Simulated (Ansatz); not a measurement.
PBE exchange is replaced step by step with exact exchange (0 % is PBE, 25 % PBE0; no dispersion term), basis def2-TZVP, Ansatz. System: MoPt₃ (the lowest singlet isomer of a short search). Charge 0, multiplicity 1. Geometry: PBE-D4/def2-SVP, each spin state at its own.

The relaxed triplet has other bonds than the singlet, so its gap is one between isomers. The relaxed quintet has other bonds than the singlet, so its gap is one between isomers.

Geometry of the singlet:

```xyz
4

Mo    0.1329   -0.0644    0.3733
Pt   -0.6827   -2.0519   -0.2551
Pt   -1.4130    1.5348    0.6239
Pt    1.9628    0.5814   -0.7421
```

In the def2 sets Mo, Pt take a core potential; there is no spin–orbit coupling. At PBE with 50 % exact exchange/def2-TZVP the charge 0 triplet is spin-contaminated (final ⟨S²⟩ up to 2.15, 2.00 for a pure state). At PBE with 35 % exact exchange/def2-TZVP, PBE with 50 % exact exchange/def2-TZVP the charge 0 quintet is spin-contaminated (final ⟨S²⟩ up to 6.29, 6.00 for a pure state). The structure comes from a short search, and lower isomers may exist.

```tsv
exact exchange (%)	HOMO (eV)	LUMO (eV)	gap (eV)	triplet − singlet (kJ/mol)	quintet − singlet (kJ/mol)
0	-5.65	-5.08	0.57	30.8	120.1
10	-5.92	-4.79	1.13	12.0	85.7
15	-6.05	-4.63	1.42	2.6	68.4
25	-6.31	-4.27	2.03	-16.0	33.4
35	-6.56	-3.87	2.69	-34.5	-1.8
50	-6.95	-3.18	3.77	-62.8	-55.4
```

Fit a straight line to the column «quintet − singlet (kJ/mol)» against the share of exact exchange and predict its value at 5 %.

With x = exact exchange (%) and y = quintet − singlet (kJ/mol): mean x = 22.5, mean y = 41.73; Σ(x − x̄)(y − ȳ) = -5749, Σ(x − x̄)² = 1638; slope b = -3.51, intercept a = ȳ − b·x̄ = 120.7. The residuals of the fitted rows reach 0.6. At x = 5 the line gives 120.7 + (-3.51 × 5) = 103.2; the run gave 103.0, 0.2 less than the line.
